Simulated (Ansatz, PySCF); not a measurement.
This PySCF input computes a PBE0/def2-TZVPD energy:

```python
from pyscf import gto, scf, dft

mol = gto.M(
    atom='''
    Si    0.19318690   -0.37520981   -0.41561248
    Cl   -0.56998252   -1.07967489    1.38253685
    Cl   -0.64060716    1.45362683   -0.93732469
    N     1.86428343   -0.10843935   -0.17517163
    H     2.42997622   -0.79185173    0.30517591
    H     2.39544778    0.44668157   -0.82900631
    ''',
    basis='def2-tzvpd',
    charge=0,
    spin=1,
    verbose=4,
)

mf = dft.UKS(mol, xc='pbe0').density_fit(auxbasis='def2-universal-jkfit')
mf.grids.level = 3
mf.conv_tol = 1e-9
mf.max_cycle = 100
mf.max_memory = 1500
mf.kernel()
if not mf.converged:
    mf = mf.newton()
    mf.kernel(mf.make_rdm1())
for _ in range(2):
    mo, _, stable, _ = mf.stability(return_status=True)
    if stable:
        break
    mf.kernel(mf.make_rdm1(mo, mf.mo_occ))
mf.analyze()
```

Q: Write an input for the same energy in Ansatz (a first-principles code) and say what it gives.

A: 
Ansatz 0.2 input:
```yaml
crystal:
  periodic: [false, false, false]
  atoms:
    - {symbol: Si, position_ang: [0.19318690, -0.37520981, -0.41561248]}
    - {symbol: Cl, position_ang: [-0.56998252, -1.07967489, 1.38253685]}
    - {symbol: Cl, position_ang: [-0.64060716, 1.45362683, -0.93732469]}
    - {symbol: N, position_ang: [1.86428343, -0.10843935, -0.17517163]}
    - {symbol: H, position_ang: [2.42997622, -0.79185173, 0.30517591]}
    - {symbol: H, position_ang: [2.39544778, 0.44668157, -0.82900631]}
basis:
  gaussian:
    orbitals: def2-TZVPD
hamiltonian:
  xc: {name: PBE0}
magnetization: {spin_polarized: true, initial_magnetization: 1}
output: {forces: true}
```
It gives -1265.52035 Eh, and PySCF -1265.52039 Eh, a difference of 0.04 mEh, from the treatment of integrals and grids.

It need not be the lowest isomer of its formula.
